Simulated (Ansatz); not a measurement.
`O[SiH2]N[SiH](O)F` + `O[SiH](Cl)Cl` → `O[SiH2]O[SiH](Cl)Cl` + `N[SiH](O)F`  (ligand exchange at the Si–N bond)

Computed with Ansatz on PBE0-D4/def2-TZVP structures; ΔE is electronic, products minus reactants. CCSD(T)/CBS is the MP2 limit (def2-TZVPP, def2-QZVPP) plus CCSD(T) − MP2 in def2-TZVPP, frozen cores. This one scheme is used for every species. Functionals use def2-TZVPP. B3LYP here is the variant with VWN-RPA as its local correlation; programs differ in this. One conformer a species, not always the lowest.

`O[SiH2]N[SiH](O)F`:

Cartesian coordinates in Å:
```
O -0.156 2.398 0.896
Si 0.632 1.568 -0.281
N -0.078 0.031 -0.625
Si -0.190 -1.341 0.371
O -0.057 -2.654 -0.590
F -1.600 -1.450 1.120
H -1.099 2.536 0.793
H 0.627 2.297 -1.575
H 1.998 1.416 0.263
H -0.490 -0.060 -1.544
H 0.825 -1.259 1.438
H -0.414 -3.482 -0.267
```

`O[SiH](Cl)Cl`:

Cartesian coordinates in Å:
```
O -1.002 -0.410 0.790
Si 0.232 -0.177 -0.236
Cl 1.846 0.626 0.722
Cl -0.288 1.105 -1.737
H -1.373 0.340 1.258
H 0.586 -1.484 -0.798
```

`O[SiH2]O[SiH](Cl)Cl`:

Cartesian coordinates in Å:
```
O 0.482 -1.324 -1.738
Si 0.254 0.258 -1.409
O -0.656 0.466 -0.049
Si -0.673 0.228 1.540
Cl 0.519 -1.376 1.999
Cl 0.057 1.861 2.510
H 1.022 -1.841 -1.138
H 1.544 0.956 -1.188
H -0.513 0.813 -2.538
H -2.036 -0.041 2.012
```

`N[SiH](O)F`:

Cartesian coordinates in Å:
```
N 0.622 -0.021 1.010
Si -0.549 -0.010 -0.221
O 0.110 0.445 -1.639
F -1.102 -1.506 -0.254
H 0.521 -0.629 1.806
H 1.164 0.798 1.229
H -1.718 0.874 -0.058
H 0.952 0.049 -1.873
```

| level | ΔE (kcal/mol) | difference from CCSD(T)/CBS |
| --- | --- | --- |
| PBE-D4 | -11.4 | 1.9 |
| r2SCAN-D4 | -13.0 | 0.3 |
| PBE0-D4 | -12.2 | 1.1 |
| B3LYP-D4 | -13.7 | -0.4 |
| ωB97X-V | -13.0 | 0.3 |
| ωB97M-V | -12.9 | 0.4 |
| B2PLYP | -13.3 | 0.0 |
| PBE | -11.1 | 2.2 |
| r2SCAN | -12.9 | 0.4 |
| PBE0 | -11.8 | 1.5 |
| B3LYP | -13.1 | 0.2 |
| HF/def2-TZVPP | -15.4 | -2.1 |
| MP2/def2-TZVPP | -13.1 | 0.2 |
| SCS-MP2/def2-TZVPP | -13.5 | -0.2 |
| CCSD/def2-TZVPP | -13.4 | -0.1 |
| CCSD(T)/def2-TZVPP | -13.1 | 0.2 |
| HF/def2-QZVPP | -15.7 | -2.4 |
| MP2/def2-QZVPP | -13.3 | 0.0 |
| SCS-MP2/def2-QZVPP | -13.7 | -0.4 |
| HF/CBS(def2) | -15.7 | -2.4 |
| MP2/CBS(def2) | -13.3 | 0.0 |
| CCSD/CBS(def2) | -13.6 | -0.3 |
| CCSD(T)/CBS | -13.3 | 0 |

Largest T1 diagnostic among the species: 0.011.

In def2-TZVPP, CCSD(T) changes the Hartree–Fock value by +2.3 kcal/mol (the triples alone add +0.4 kcal/mol) and MP2 by +2.3 kcal/mol. From PBE to PBE0 (25 % exact exchange), in def2-TZVPP and without D4, ΔE moves by −0.7 kcal/mol.
